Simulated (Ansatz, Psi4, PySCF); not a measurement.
F2Mg, charge +1, doublet, at a GFN2-xTB geometry (such geometries of metal compounds can be far from the true shape) (a state made from the parent by changing its charge; the spin is typed, not shown lowest). Base run: PySCF with CAMB3LYP/aug-cc-pVDZ.

PySCF was given this input:
```python
from pyscf import gto, scf, dft

mol = gto.M(
    atom='''
Mg    0.020849   -0.002923   -0.007000
F    -0.224165    1.320818   -1.172351
F     0.196367   -1.316920    1.181684
''',
    basis='aug-cc-pvdz',
    charge=1,
    spin=1,
    verbose=4,
)

mf = dft.UKS(mol)
mf.xc = 'camb3lyp'
mf.kernel()
```

The same geometry, method and basis name were run in Ansatz (a program for electronic structure) and Psi4 and PySCF, at each program's defaults and at the settings that a row names. The base is PySCF at its defaults. Differences at the defaults can come from grids, fitting, cores and function types together.

| code and settings | ΔE vs base (mEh) | basis functions | E (Eh) | SCF cycles |
|---|---|---|---|---|
| PySCF, defaults (exact integrals, its default grid, spherical functions) | 0.000 | 73 | -399.39595 | 13 |
| Psi4, defaults (density fitting with its default set, its default grid, spherical functions) | -0.131 | 73 | -399.39608 | 8 |
| Ansatz, defaults (factorised integrals, its default grid, spherical functions) | -0.119 | 73 | -399.39606 | - |
| PySCF, density fitting with def2-universal-jkfit | -0.028 | 73 | -399.39597 | 13 |
| PySCF, fine grid | -0.027 | 73 | -399.39597 | 13 |
| Psi4, exact integrals, spherical functions, fine grid | -0.133 | 73 | -399.39608 | 13 |
| Ansatz, high accuracy | -0.133 | 73 | -399.39608 | - |

Open shells are given as the SCF converged; they aren't shown to be the lowest states, and a large step between rows can be another state.
